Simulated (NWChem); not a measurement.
System: C₄H₁₂Ge; SMILES C[C](C)(C)[GeH3]

The following NWChem deck was run.

```
start job
memory heap 200 mb stack 900 mb global 1100 mb
geometry units angstroms
  Ge     0.000000     0.000000    -1.164544
  C      0.000000     0.000000     0.834883
  C     -0.180354     1.444477     1.327419
  C      1.341131    -0.566048     1.327419
  C     -1.160777    -0.878430     1.327419
  H      1.155798     0.892140    -1.701211
  H      0.194717    -1.447020    -1.701211
  H     -1.350514     0.554880    -1.701211
  H     -0.184484     1.474686     2.440045
  H      0.640660     2.106003     0.981481
  H     -1.138672     1.883941     0.980977
  H      2.200877     0.044148     0.980977
  H      1.503522    -1.607829     0.981481
  H      1.369358    -0.577575     2.440045
  H     -1.062205    -1.928090     0.980977
  H     -2.144182    -0.498173     0.981481
  H     -1.184874    -0.897111     2.440045
end
basis spherical
  Ge library 3-21g
  C library 3-21g
  H library 3-21g
end
dft
  xc b3lyp
  iterations 150
end
driver
  maxiter 120
end
task dft optimize
```

Excerpt of the output:

```
             Northwest Computational Chemistry Package (NWChem) 7.3.0
             --------------------------------------------------------

 C3  symmetry detected

                             Geometry "geometry" -> ""
                             -------------------------

 Output coordinates in angstroms (scale by  1.889725989 to convert to a.u.)

  No.       Tag          Charge          X              Y              Z
 ---- ---------------- ---------- -------------- -------------- --------------
    1 Ge                  32.0000    -0.00000000     0.00000000    -1.16073971
    2 C                    6.0000     0.00000000     0.00000000     0.83868729
    3 C                    6.0000     0.00000008     1.45569303     1.33122329
    4 C                    6.0000     1.26066710    -0.72784658     1.33122329
    5 C                    6.0000    -1.26066718    -0.72784645     1.33122329
    6 H                    1.0000     1.25742467     0.74206780    -1.69740671
    7 H                    1.0000     0.01393723    -1.45999561    -1.69740671
    8 H                    1.0000    -1.27136190     0.71792781    -1.69740671
    9 H                    1.0000    -0.00035552     1.48618096     2.44384929
   10 H                    1.0000     0.89664850     2.01040158     0.98528529
   11 H                    1.0000    -0.89648681     2.01050250     0.98478129
   12 H                    1.0000     2.18938965    -0.22887090     0.98478129
   13 H                    1.0000     1.29273459    -1.78172117     0.98528529
   14 H                    1.0000     1.28724823    -0.74278259     2.44384929
   15 H                    1.0000    -1.29290283    -1.78163161     0.98478129
   16 H                    1.0000    -2.18938309    -0.22868042     0.98528529
   17 H                    1.0000    -1.28689270    -0.74339837     2.44384929

 Effective nuclear repulsion energy (a.u.)     375.2871638764

      Symmetry information
      --------------------

 Group name             C3
 Group number              5
 Group order               3
 No. of unique centers     7

                                Z-matrix (autoz)
                                --------

 Units are Angstrom for bonds and degrees for angles

[...]

      ----------------------
      Optimization converged
      ----------------------

  Step       Energy      Delta E   Gmax     Grms     Xrms     Xmax
  ---- ---------------- -------- -------- -------- -------- --------
@    5   -2225.78456870 -1.4D-07  0.00002  0.00001  0.00026  0.00084
                                     ok       ok       ok       ok

                                Z-matrix (autoz)
                                --------

 Units are Angstrom for bonds and degrees for angles

[...]
```

Level: B3LYP/3-21G.
